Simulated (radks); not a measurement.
The numbers below are computed, except where a source is named.
Spherical quantum dot in the effective-mass picture: electrons in a well V = -V0 / (1 + exp((r - R)/a)) with V0 = 3.33, R = 7.26, a = 0.25, all in effective atomic units (hartree* = m*/eps^2 hartree, bohr* = eps/m* bohr), one dielectric constant everywhere. Level of theory: non-relativistic Kohn-Sham, LDA (Slater exchange, Perdew-Wang correlation), spin-polarised, spherical densities (a radial shooting solver with Libxc functionals). Levels are named by radial order and angular momentum (1s, 1p, 1d, 2s, ...), and open shells are averaged over m. Results are scaled to m* = 0.045 and eps = 6.1, for which hartree* = 32.91 meV and bohr* = 7.173 nm. Each electron was tried in the lowest free levels, single moves between levels near the top were tried too, and the lowest total energy was kept; such a search can miss a lower state. The series stops at N = 17: beyond it a trial failed or the search could not be trusted, so later rows were left out. At N = 1 the Hartree and exchange-correlation terms need not cancel, so that row can carry a self-interaction error.

\begin{tabular}{lrrrrrrr}
N & open shells & 2S & E (meV) & mu = E(N) - E(N-1) (meV) & addition energy mu(N+1) - mu(N) (meV) & e(HOMO) (meV) & rms radius (nm) \\ \hline
1 & 1s(up 1, down 0) & 1 & -106.470 & -106.47 & 6.532 & -103.76 & 28.41 \\
2 & none & 0 & -206.409 & -99.939 & 7.899 & -97.193 & 30.57 \\
3 & 1p(up 1, down 0) & 1 & -298.448 & -92.039 & 5.343 & -89.391 & 32.71 \\
4 & 1p(up 2, down 0) & 2 & -385.145 & -86.697 & 5.419 & -83.992 & 33.96 \\
5 & 1p(up 3, down 0) & 3 & -466.422 & -81.277 & 6.559 & -78.562 & 34.86 \\
6 & 1p(up 3, down 1) & 2 & -541.140 & -74.718 & 5.210 & -72.127 & 35.58 \\
7 & 1p(up 3, down 2) & 1 & -610.649 & -69.508 & 5.263 & -66.882 & 36.17 \\
8 & none & 0 & -674.895 & -64.246 & 8.080 & -61.608 & 36.67 \\
9 & 1d(up 1, down 0) & 1 & -731.061 & -56.166 & 5.151 & -53.593 & 37.20 \\
10 & 1d(up 2, down 0) & 2 & -782.076 & -51.015 & 5.158 & -48.437 & 37.66 \\
11 & 1d(up 3, down 0) & 3 & -827.933 & -45.857 & 5.159 & -43.277 & 38.05 \\
12 & 1d(up 4, down 0) & 4 & -868.631 & -40.698 & 5.155 & -38.120 & 38.40 \\
13 & 1d(up 5, down 0) & 5 & -904.174 & -35.543 & 6.280 & -32.968 & 38.72 \\
14 & 1d(up 5, down 1) & 4 & -933.436 & -29.263 & 5.045 & -26.742 & 39.01 \\
15 & 1d(up 5, down 2) & 3 & -957.654 & -24.218 & 5.054 & -21.691 & 39.27 \\
16 & 1d(up 5, down 3) & 2 & -976.818 & -19.163 & 5.057 & -16.635 & 39.52 \\
17 & 1d(up 5, down 4) & 1 & -990.923 & -14.106 & - & -11.577 & 39.74 \\
\end{tabular}

All shells are closed at N = 2, 8 (there: 1s2 1p6); the second difference of the energy has clear peaks (12 % above both neighbours; the first and last values, which can be the largest, are not judged, and half-filled shells can peak too) at N = 2, 5, 8, 13.
